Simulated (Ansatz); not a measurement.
**Nudged elastic band run: F3H3SSi**

input.yaml

```yaml
crystal:
  periodic: [false, false, false]
  atoms:
    - { symbol: Si, position_ang: [0.350797, 0.061354, -0.031264] }
    - { symbol: H, position_ang: [0.593845, 0.690716, 1.265413] }
    - { symbol: F, position_ang: [1.724732, -0.011245, -0.857398] }
    - { symbol: F, position_ang: [-0.686331, 0.878138, -0.943835] }
    - { symbol: F, position_ang: [-0.17906, -1.449364, 0.09881] }
    - { symbol: S, position_ang: [-2.699356, 0.050169, 1.59357] }
    - { symbol: H, position_ang: [-3.00499, 0.181869, 0.284036] }
    - { symbol: H, position_ang: [-2.473736, -1.274437, 1.451768] }
basis:
  gaussian: { orbitals: def2-SVP }
hamiltonian:
  xc: r2scan
  dispersion: d4
neb:
  order_check: false
  images: 9
  f_tol: 0.05
  max_iterations: 52
  final_atoms:
    - { symbol: Si, position_ang: [-0.61639145, -0.29599334, -0.39981795] }
    - { symbol: H, position_ang: [0.24814612, 0.63916464, 2.46044491] }
    - { symbol: F, position_ang: [0.73334152, -0.80840302, 0.29078156] }
    - { symbol: F, position_ang: [-0.41512568, 1.26576539, -0.68864236] }
    - { symbol: F, position_ang: [-0.77768664, -1.02182623, -1.82010939] }
    - { symbol: S, position_ang: [-2.29259362, -0.72511288, 0.79264673] }
    - { symbol: H, position_ang: [-2.98916286, -1.12112038, -0.29665692] }
    - { symbol: H, position_ang: [-0.26462639, 1.19472582, 2.52245342] }
  initial_path:
    images:
      - { positions_ang: [[0.350797, 0.061354, -0.031264], [0.593845, 0.690716, 1.265413], [1.724732, -0.011245, -0.857398], [-0.686331, 0.878138, -0.943835], [-0.17906, -1.449364, 0.09881], [-2.699356, 0.050169, 1.59357], [-3.00499, 0.181869, 0.284036], [-2.473736, -1.274437, 1.451768]] }
      - { positions_ang: [[0.27949351, 0.03757526, -0.0299643], [0.48318091, 0.56585903, 1.36840874], [1.67548537, -0.04006315, -0.80331698], [-0.69231473, 0.94854709, -0.88025182], [-0.3069276, -1.43075765, -0.01008617], [-2.62305065, 0.05841288, 1.43525998], [-3.02943023, -0.0148776, 0.24522371], [-2.16053558, -0.99749586, 1.53582684]] }
      - { positions_ang: [[0.20819002, 0.01379653, -0.0286646], [0.37251681, 0.44100206, 1.47140449], [1.62623874, -0.06888131, -0.74923595], [-0.69829845, 1.01895618, -0.81666864], [-0.43479521, -1.41215129, -0.11898235], [-2.54674529, 0.06665675, 1.27694996], [-3.05387047, -0.21162421, 0.20641142], [-1.84733516, -0.72055472, 1.61988567]] }
      - { positions_ang: [[0.13688654, -0.00998221, -0.02736491], [0.26185272, 0.3161451, 1.57440023], [1.57699211, -0.09769946, -0.69515493], [-0.70428218, 1.08936527, -0.75308545], [-0.56266281, -1.39354494, -0.22787852], [-2.47043994, 0.07490063, 1.11863994], [-3.0783107, -0.40837081, 0.16759913], [-1.53413474, -0.44361357, 1.70394451]] }
      - { positions_ang: [[0.06558305, -0.03376095, -0.02606521], [0.15118862, 0.19128813, 1.67739598], [1.52774548, -0.12651761, -0.64107391], [-0.7102659, 1.15977436, -0.68950227], [-0.69053041, -1.37493858, -0.33677469], [-2.39413458, 0.08314451, 0.96032992], [-3.10275094, -0.60511741, 0.12878683], [-1.22093432, -0.16667243, 1.78800335]] }
      - { positions_ang: [[-0.00572044, -0.05753969, -0.02476551], [0.04052453, 0.06643116, 1.78039172], [1.47849886, -0.15533577, -0.58699289], [-0.71624963, 1.23018345, -0.62591909], [-0.81839802, -1.35633223, -0.44567086], [-2.31782923, 0.09138838, 0.8020199], [-3.12719117, -0.80186402, 0.08997454], [-0.9077339, 0.11026871, 1.87206219]] }
      - { positions_ang: [[-0.12785464, -0.10523042, -0.099776], [0.08204885, 0.18097786, 1.91640236], [1.32946739, -0.28594922, -0.411438], [-0.65602484, 1.23729983, -0.63846374], [-0.81025574, -1.28943103, -0.72055857], [-2.31278211, -0.07191187, 0.80014527], [-3.09958551, -0.86571529, 0.01264825], [-0.7791124, 0.32716013, 2.00214043]] }
      - { positions_ang: [[-0.24998884, -0.15292115, -0.17478648], [0.12357317, 0.29552455, 2.052413], [1.18043592, -0.41656267, -0.23588311], [-0.59580005, 1.24441622, -0.6510084], [-0.80211347, -1.22252983, -0.99544627], [-2.30773499, -0.23521212, 0.79827063], [-3.07197985, -0.92956656, -0.06467804], [-0.65049089, 0.54405155, 2.13221868]] }
      - { positions_ang: [[-0.37212304, -0.20061188, -0.24979697], [0.16509748, 0.41007125, 2.18842364], [1.03140445, -0.54717612, -0.06032822], [-0.53557526, 1.25153261, -0.66355305], [-0.79397119, -1.15562863, -1.27033398], [-2.30268787, -0.39851237, 0.796396], [-3.04437419, -0.99341784, -0.14200434], [-0.52186939, 0.76094298, 2.26229693]] }
      - { positions_ang: [[-0.49425725, -0.24830261, -0.32480746], [0.2066218, 0.52461794, 2.32443427], [0.88237299, -0.67778957, 0.11522667], [-0.47535047, 1.258649, -0.67609771], [-0.78582891, -1.08872743, -1.54522169], [-2.29764075, -0.56181262, 0.79452136], [-3.01676852, -1.05726911, -0.21933063], [-0.39324789, 0.9778344, 2.39237518]] }
      - { positions_ang: [[-0.61639145, -0.29599334, -0.39981795], [0.24814612, 0.63916464, 2.46044491], [0.73334152, -0.80840302, 0.29078156], [-0.41512568, 1.26576539, -0.68864236], [-0.77768664, -1.02182623, -1.82010939], [-2.29259362, -0.72511288, 0.79264673], [-2.98916286, -1.12112038, -0.29665692], [-0.26462639, 1.19472582, 2.52245342]] }
```

Launched with:

```bash
$ ansatz run input.yaml --threads 2 --pin off --max-ram 3072MiB --backend cpu --events-out ev --progress --plain --runs-dir out
```

Output, in part (warnings, iteration lines, the closing report on the highest movable image, with atoms numbered from 0):

```
NEB end point (image 0): max|allowed force component| = 2.580e-2 eV/Å (the criterion of neb.relax_end_points is 1.000e-2)
NEB end point (image 10): max|allowed force component| = 1.849e-2 eV/Å (the criterion of neb.relax_end_points is 1.000e-2)
NEB iter   1: max|band force component| = 1.156e1 eV/Å  barrier→ = 4.5277 eV  barrier← = 4.7167 eV  Δτ_max = 0.2000 Å  (300 SCF iters)
NEB iter   2: max|band force component| = 5.120e0 eV/Å  barrier→ = 2.7762 eV  barrier← = 2.9652 eV  Δτ_max = 0.2000 Å  (295 SCF iters)
NEB iter   3: max|band force component| = 2.633e0 eV/Å  barrier→ = 2.0963 eV  barrier← = 2.2854 eV  Δτ_max = 0.2000 Å  (286 SCF iters)
NEB iter   4: max|band force component| = 7.150e-1 eV/Å  barrier→ = 1.9461 eV  barrier← = 2.1352 eV  Δτ_max = 0.1999 Å  (277 SCF iters)
NEB iter   5: max|band force component| = 6.635e-1 eV/Å  barrier→ = 1.8658 eV  barrier← = 2.0548 eV  CI = image 5  Δτ_max = 0.2000 Å  (261 SCF iters)
NEB iter   6: max|band force component| = 6.964e-1 eV/Å  barrier→ = 1.9827 eV  barrier← = 2.1718 eV  CI = image 5  Δτ_max = 0.1004 Å  (265 SCF iters)
NEB iter   7: max|band force component| = 5.813e-1 eV/Å  barrier→ = 1.9602 eV  barrier← = 2.1492 eV  CI = image 5  Δτ_max = 0.1007 Å  (255 SCF iters)
NEB iter   8: max|band force component| = 4.998e-1 eV/Å  barrier→ = 1.9464 eV  barrier← = 2.1355 eV  CI = image 5  Δτ_max = 0.1006 Å  (256 SCF iters)
NEB iter   9: max|band force component| = 3.202e-1 eV/Å  barrier→ = 1.9401 eV  barrier← = 2.1292 eV  CI = image 5  Δτ_max = 0.1005 Å  (251 SCF iters)
NEB iter  10: max|band force component| = 1.882e-1 eV/Å  barrier→ = 1.9370 eV  barrier← = 2.1260 eV  CI = image 5  Δτ_max = 0.1004 Å  (254 SCF iters)
NEB iter  11: max|band force component| = 2.754e-1 eV/Å  barrier→ = 1.9356 eV  barrier← = 2.1246 eV  CI = image 5  Δτ_max = 0.0500 Å  (249 SCF iters)
NEB iter  12: max|band force component| = 1.734e-1 eV/Å  barrier→ = 1.9342 eV  barrier← = 2.1232 eV  CI = image 5  Δτ_max = 0.0502 Å  (256 SCF iters)
NEB iter  13: max|band force component| = 3.220e-1 eV/Å  barrier→ = 1.9332 eV  barrier← = 2.1223 eV  CI = image 5  Δτ_max = 0.0250 Å  (254 SCF iters)
NEB iter  14: max|band force component| = 1.082e-1 eV/Å  barrier→ = 1.9334 eV  barrier← = 2.1225 eV  CI = image 5  Δτ_max = 0.0502 Å  (257 SCF iters)
NEB iter  15: max|band force component| = 4.636e-2 eV/Å  barrier→ = 1.9326 eV  barrier← = 2.1216 eV  CI = image 5  Δτ_max = 0.0000 Å  (499 SCF iters)
Total energy: -26898.34888570 eV, -988.4960891938 hartree
Atom 0 at    -0.314156    -0.013805    -0.090103 Å, force    -0.010350     0.046713     0.028699 eV/Å
Atom 1 at    -0.026390    -0.041895     1.576076 Å, force    -0.011680    -0.017080     0.002477 eV/Å
Atom 2 at     1.293901    -0.257607    -0.123033 Å, force     0.019531    -0.009945    -0.004276 eV/Å
Atom 3 at    -0.356057     1.460571    -0.729190 Å, force    -0.001762    -0.006554    -0.010071 eV/Å
Atom 4 at    -0.741817    -1.338782    -0.903284 Å, force    -0.002359    -0.017558    -0.014580 eV/Å
Atom 5 at    -2.505609     0.274253     0.717550 Å, force    -0.014005    -0.038383     0.002320 eV/Å
Atom 6 at    -2.721543    -1.056735     0.844041 Å, force    -0.002918     0.025430    -0.005474 eV/Å
Atom 7 at    -1.002427     0.101199     1.569043 Å, force     0.023543     0.017378     0.000906 eV/Å
Dipole moment:    -0.224574    -0.190246     0.438443 e Å
```

The forces met the threshold. Neighbouring images differ by up to 1.5 eV, so the band resolves the path poorly. A vibrational analysis at the climbing image gives one clearly imaginary mode, 995i cm⁻¹: a first-order saddle point. The orbitals stay closed-shell, which can raise the energy where a bond breaks towards radicals; this wasn't checked here.

Final band (atoms are numbered from 1 in the order of the input):

```json
{"image": "0", "path coordinate (Å)": "0.00", "energy (kJ/mol)": "0.0", "Si1–H2 (Å)": "1.46", "S6–H8 (Å)": "1.35", "Si1–S6 (Å)": "3.46"}
{"image": "1", "path coordinate (Å)": "0.95", "energy (kJ/mol)": "1.9", "Si1–H2 (Å)": "1.46", "S6–H8 (Å)": "1.35", "Si1–S6 (Å)": "3.44"}
{"image": "2", "path coordinate (Å)": "1.89", "energy (kJ/mol)": "3.6", "Si1–H2 (Å)": "1.46", "S6–H8 (Å)": "1.35", "Si1–S6 (Å)": "3.48"}
{"image": "3", "path coordinate (Å)": "2.84", "energy (kJ/mol)": "7.8", "Si1–H2 (Å)": "1.46", "S6–H8 (Å)": "1.35", "Si1–S6 (Å)": "3.41"}
{"image": "4", "path coordinate (Å)": "3.79", "energy (kJ/mol)": "41.3", "Si1–H2 (Å)": "1.47", "S6–H8 (Å)": "1.36", "Si1–S6 (Å)": "3.02"}
{"image": "5", "path coordinate (Å)": "4.73", "energy (kJ/mol)": "186.5", "Si1–H2 (Å)": "1.69", "S6–H8 (Å)": "1.74", "Si1–S6 (Å)": "2.35"}
{"image": "6", "path coordinate (Å)": "5.93", "energy (kJ/mol)": "41.5", "Si1–H2 (Å)": "2.60", "S6–H8 (Å)": "2.40", "Si1–S6 (Å)": "2.13"}
{"image": "7", "path coordinate (Å)": "7.13", "energy (kJ/mol)": "-15.6", "Si1–H2 (Å)": "3.43", "S6–H8 (Å)": "3.16", "Si1–S6 (Å)": "2.10"}
{"image": "8", "path coordinate (Å)": "8.33", "energy (kJ/mol)": "-16.8", "Si1–H2 (Å)": "3.53", "S6–H8 (Å)": "3.77", "Si1–S6 (Å)": "2.10"}
{"image": "9", "path coordinate (Å)": "9.54", "energy (kJ/mol)": "-18.5", "Si1–H2 (Å)": "3.43", "S6–H8 (Å)": "3.65", "Si1–S6 (Å)": "2.10"}
{"image": "10", "path coordinate (Å)": "10.75", "energy (kJ/mol)": "-18.2", "Si1–H2 (Å)": "3.13", "S6–H8 (Å)": "3.28", "Si1–S6 (Å)": "2.10"}
```

Time of the run: 5.9 min on 2 threads of Intel(R) Xeon(R) Platinum 8259CL CPU @ 2.50GHz (Skylake/Cascade Lake) (shared host), peak memory 0.18 GiB.
